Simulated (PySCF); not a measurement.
# One molecule, several mistakes: GeH6NOSi cation

Calculated results; nothing here was measured. The program is PySCF 2.14.0, an open-source quantum chemistry code, run on an isolated molecule that a program drew, which may never have been made. The molecule is GeH6NOSi cation (charge +1, singlet), drawn as the SMILES string `[OH][GeH2][NH][SiH2+]`.

Each row is a Hartree-Fock (HF) and frozen-core CCSD(T) single point in the cc-pV(D+d)Z basis, meant for a local HF minimum. Run 1 is clean. Each other run has one planted mistake out of seven kinds, and not every kind appears here: one electron removed, one electron added, multiplicity raised by two, geometry at a saddle point, minimal basis STO-3G, one bond length entered in bohr, all coordinates scaled. The reference is restricted for singlets and unrestricted otherwise, and also for a bond in bohr. Adding or removing an electron swaps singlet and doublet. Electrons count all cores. HOMO and LUMO are orbital energies over both spins, the gradient is its largest component, and the lowest frequency (negative if imaginary) is given only where the gradient is small. Bond lengths are over the 9 bonds as drawn. T1 is the CCSD diagnostic: over 0.02 (restricted) or 0.045 (unrestricted) a single reference is doubtful. Germanium has the cc-pVDZ-PP basis, with a core potential (ECP10MDF) in place of its 10 inner electrons, and its 3s, 3p and 3d shells are frozen in CCSD(T).

Geometry of the clean run:
```xyz
10
GeH6NOSi cation, angstrom
O     2.3727    1.1801   -0.0197
Ge    2.0517   -0.1936   -1.0746
N     0.1601    0.1186   -1.1335
Si   -0.6833    1.3033   -0.3937
H     3.2621    1.3662    0.2527
H     2.5868   -0.0228   -2.4805
H     2.2726   -1.5372   -0.4129
H    -0.3749   -0.5316   -1.6914
H    -0.0357    2.3033    0.4377
H    -2.1294    1.3293   -0.5947
```

| run | electrons | basis functions | <S^2> | HOMO (eV) | LUMO (eV) | gradient (hartree/bohr) | lowest frequency (cm^-1) | mean bond (Å) | longest bond (Å) | T1 | HF (hartree) | CCSD(T) (hartree) | mistake |
|---|---|---|---|---|---|---|---|---|---|---|---|---|---|
| 1 | 66 | 104 | 0.000 | -16.51 | -3.80 | 6.8e-06 | 40 | 1.4679 | 1.918 | 0.0162 | -714.92208 | -715.51521 | no fault |
| 2 | 66 | 104 | 0.000 | -13.75 | -5.75 | 3.9e-02 | - | 1.6575 | 3.625 | 0.0239 | -714.79001 | -715.39497 | one bond length entered in bohr |
| 3 | 67 | 104 | 0.768 | -5.37 | 3.04 | 5.8e-02 | - | 1.4679 | 1.918 | 0.0139 | -715.08986 | -715.69438 | one electron added |
| 4 | 65 | 104 | 0.759 | -21.91 | -11.79 | 9.5e-02 | - | 1.4679 | 1.918 | 0.0508 | -714.39333 | -714.94366 | ? |
| 5 | 66 | 104 | 2.027 | -9.59 | -7.53 | 1.0e-01 | - | 1.4679 | 1.918 | 0.0360 | -714.71545 | -715.27703 | ? |

**Which mistake was planted in run 4, and what did it cost?**

It counts 65 electrons, one fewer than the clean run, at the same geometry and basis. So the mistake is: one electron removed. Subtracting run 1 and multiplying by 627.51 kcal/mol a hartree, the energy moved by 331.8 kcal/mol in HF and 358.7 kcal/mol in CCSD(T).

**Which mistake was planted in run 5, and what did it cost?**

Electrons, basis and geometry are unchanged, and <S^2> is 2.027, beside S(S+1) = 2.00 for a multiplicity of 3. So the mistake is: multiplicity raised by two. Subtracting run 1 and multiplying by 627.51 kcal/mol a hartree, the energy moved by 129.7 kcal/mol in HF and 149.5 kcal/mol in CCSD(T).

Cautions from the logs. Run 4: T1 is over the limit, so its CCSD(T) energy is less reliable.
